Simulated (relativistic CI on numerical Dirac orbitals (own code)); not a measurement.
## Ni4+ in a cubic cluster: L2,3 absorption with charge transfer

Computed with a charge-transfer multiplet model of a cubic metal-ligand cluster with up to 3 ligand holes, Slater and spin-orbit integrals from Dirac-Coulomb-Breit ions, Slater integrals scaled by 0.8. The ground state mixes d6 with configurations of k ligand holes L, whose averages lie at kΔ + k(k − 1)U_dd/2; a core hole lowers each added d electron by U_cd. 300 K, Lorentzian 0.4 eV and Gaussian 0.3 eV FWHM.

Atomic integrals in eV (Slater integrals scaled, ζ unscaled), ground: F2dd 11.354, F4dd 7.124, zeta_d 0.099; with the core hole: F2dd 11.936, F4dd 7.492, zeta_d 0.124, zeta_core 11.400, F2cd 7.214, G1cd 5.576, G3cd 3.173.

Cluster parameters (eV): U_dd = 6.2, U_cd = 7.9, 10Dq = 1.35, 10Dq(ligand) = 0.1, V(eg) = 1.65, V(t2g) = -0.88, final-state hopping factor = 0.9.

```
      Case   n_d    d6   d7L  d8L2  d9L3     S
Δ = 0.2 eV  6.40  0.62  0.35  0.02  0.00  1.99
Δ = 1.2 eV  6.29  0.72  0.27  0.01  0.00  2.00
Δ = 2.2 eV  6.22  0.79  0.20  0.01  0.00  2.00
Δ = 4.2 eV  6.13  0.88  0.12  0.00  0.00  2.00
Δ = 5.2 eV  6.10  0.90  0.10  0.00  0.00  2.00
```

Weights, n_d and S are thermal averages at 300 K. Photon energies count from the first peak over 30 % of the highest in each spectrum, which can be another peak from case to case. The parameters are a model scan and need not match a compound or its usual spin state. Peaks in eV (height, largest 100):
- Δ = 0.2 eV: 0.0 (30), 2.2 (100), 4.6 (29), 7.7 (11), 18.3 (9), 20.0 (29), 23.7 (6)
- Δ = 1.2 eV: -2.4 (24), -1.9 (22), 0.0 (100), 4.1 (12), 5.6 (8), 16.1 (9), 17.7 (30), 20.0 (8)
- Δ = 2.2 eV: -2.6 (21), -1.8 (23), 0.0 (100), 4.5 (10), 5.9 (6), 16.1 (9), 17.7 (31), 20.1 (6), 20.5 (6)
- Δ = 4.2 eV: -2.7 (20), -1.7 (26), 0.0 (100), 2.9 (18), 3.6 (13), 16.0 (9), 17.6 (36), 21.1 (6)
- Δ = 5.2 eV: -2.7 (19), -1.6 (26), 0.0 (100), 3.1 (18), 16.0 (9), 17.7 (37), 21.3 (7)

For the case Δ = 2.2 eV, Δ = 2.2 eV is smaller than U_dd = 6.2 eV, the charge-transfer side of the Zaanen-Sawatzky-Allen scheme. With the core hole the configuration with one ligand hole lies at Δ + U_dd − U_cd = -1.5, -0.5, 0.5, 2.5, 3.5 eV from the one without, in the order of the table; where this is negative the screened configuration lies lower, though the effective hopping of about 2.3 eV (from the holes of the mixed ground state) mixes the two strongly wherever it is as large as the gap.
